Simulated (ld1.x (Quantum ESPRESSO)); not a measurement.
# Pm (Z = 61), PAW: configuration errors across variants

promethium (Pm), PAW, made with ld1.x (Quantum ESPRESSO) 7.5 (BLYP, scalar-relativistic). Core [Kr] 4d10, reference 4f5 5s2 5p6 5d0 6s1.5 6p0 (charge +0.5). Waves: 5s (bound): rcut 1.85, rcutus 2.20 bohr; 6s (bound): rcut 1.85, rcutus 2.20 bohr; 5p (bound): rcut 2.40, rcutus 2.95 bohr; 6p (bound, empty): rcut 2.40, rcutus 2.95 bohr; 5d (bound, empty): rcut 2.30, rcutus 2.45 bohr; 5d channel at 0.3 Ry: rcut 2.30, rcutus 2.45 bohr; 4f (bound): rcut 0.65, rcutus 0.75 bohr; 4f channel at -0.05 Ry: rcut 0.65, rcutus 0.75 bohr. Local part: all-electron potential smoothed inside 2.75 bohr (lloc = -2). Core correction: Bessel-smoothed model core inside 0.60 bohr. Augmentation charge: PSQ, inside the norm-conserving radii.

All-electron excitation energies from the reference (eV): (1) 4f5 5s2 5p6 5d0 6s2 6p0 -2.288; (2) 4f5 5s2 5p6 5d0 6s1 6p0 3.523; (3) 4f5 5s2 5p6 5d0 6s0 6p0 14.577.

The overlap operator is not positive definite (basis up to 400 Ry) in “base”, “waves 5s (bound): rcut 1.54, rcutus 1.64 bohr; 6s (bound): rcut 1.54, rcutus 1.64 bohr”, “wave 4f channel at -0.05 Ry: rcut 0.65, rcutus 0.75 bohr becomes 4f channel at 0.11 Ry: rcut 0.65, rcutus 0.75 bohr”, “core correction Bessel-smoothed model core inside 0.78 bohr”. Such files are unfit for use, however small their errors in these radial tests.

4 further variants failed, have other tests or another functional or relativity, and are left out.

Errors AE − PS in meV (a dash: test not solved or not reliable):

| change | (1) | (2) | (3) | bound ghosts |
| --- | --- | --- | --- | --- |
| base | +1.2 | -1.3 | -2.8 | not determined (overlap not positive) |
| waves 5s (bound): rcut 1.54, rcutus 1.64 bohr; 6s (bound): rcut 1.54, rcutus 1.64 bohr | +1.1 | -1.3 | -4.0 | not determined (overlap not positive) |
| wave 4f channel at -0.05 Ry: rcut 0.65, rcutus 0.75 bohr becomes 4f channel at 0.11 Ry: rcut 0.65, rcutus 0.75 bohr | +1.2 | -1.3 | -2.9 | not determined (overlap not positive) |
| waves 5d (bound): rcut 1.42, rcutus 1.50 bohr; 5d channel at 0.3 Ry: rcut 1.42, rcutus 1.50 bohr | +1.2 | -1.3 | -2.8 | none |
| core correction Bessel-smoothed model core inside 0.78 bohr | +1.1 | -1.3 | -2.8 | not determined (overlap not positive) |

(1) Give the same row for: local potential all-electron potential smoothed inside 2.44 bohr (lloc = -2).

Answers

(1) +1.2, -1.3, -2.6; bound ghosts: none.
